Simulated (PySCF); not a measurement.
F2HISi. Atoms are numbered in the order given.

```xyz
5

Si    -1.3351    -0.3765     0.0000
F     -1.9900     0.3196    -1.2960
F     -1.9900     0.3196     1.2960
I      1.0597     0.0252     0.0000
H     -1.6518    -1.8142     0.0000
```
Charge 0, spin multiplicity 1.

The structure is a stationary point at B3LYP-D3(BJ)/def2-SVP. The def2 effective core potentials stand for the cores of I; spin–orbit coupling is left out.

Method: PySCF with r2SCAN/def2-TZVPD.

Symmetry labels are those of the subgroup Cs that the program uses (full group Cs).

List the valence orbital energies around the gap with their symmetry. (An estimate is asked for; the answer gives what the named calculation found.)


```
orbital  symmetry  energy (eV)
-------  --------  -----------
HOMO−7         A'       -12.36
HOMO−6         A'       -12.01
HOMO−5         A"       -11.21
HOMO−4         A"       -10.90
HOMO−3         A'       -10.75
HOMO−2         A'        -9.03
HOMO−1         A"        -7.51
HOMO           A'        -7.50
LUMO           A'        -1.32
LUMO+1         A"        -0.56
LUMO+2         A'        -0.26
LUMO+3         A'         0.52
```
